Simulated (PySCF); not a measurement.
C₄H₆, charge +1, doublet, at a GFN2-xTB geometry (a state made from the parent by changing its charge; the spin is typed, not shown lowest). Base run: B3LYP/STO-3G run with PySCF.

PySCF was given this input:
```python
from pyscf import gto, scf, dft

mol = gto.M(
    atom='''
C     1.716652    0.233856   -0.654215
C     0.682742   -0.140028    0.143494
C    -0.682742    0.140028   -0.143494
C    -1.716652   -0.233856    0.654215
H     1.609736    0.966613   -1.443741
H     2.702902   -0.193917   -0.529291
H     0.888581   -0.689134    1.058752
H    -0.888581    0.689134   -1.058752
H    -2.702902    0.193917    0.529291
H    -1.609736   -0.966613    1.443741
''',
    basis='sto-3g',
    charge=1,
    spin=1,
    verbose=4,
    symmetry=True,
)

mf = dft.UKS(mol)
mf.xc = 'b3lyp'
mf.kernel()
mf.analyze()
```

Variants of this job, named by their change:

```
change                             ΔE vs base (eV)  point group used  SCF cycles
---------------------------------  ---------------  ----------------  ----------
base                                          0.00                Ci           9
irrep_nelec = Ag:(7, 7) Au:(8, 7)             4.45                Ci           9
symmetry = off                                0.00                C1           9
irrep_nelec = Ag:(9, 7) Au:(6, 7)            10.56                Ci           9
```

Open shells are given as the SCF converged; they aren't shown to be the lowest states, and a large step between rows can be another state.
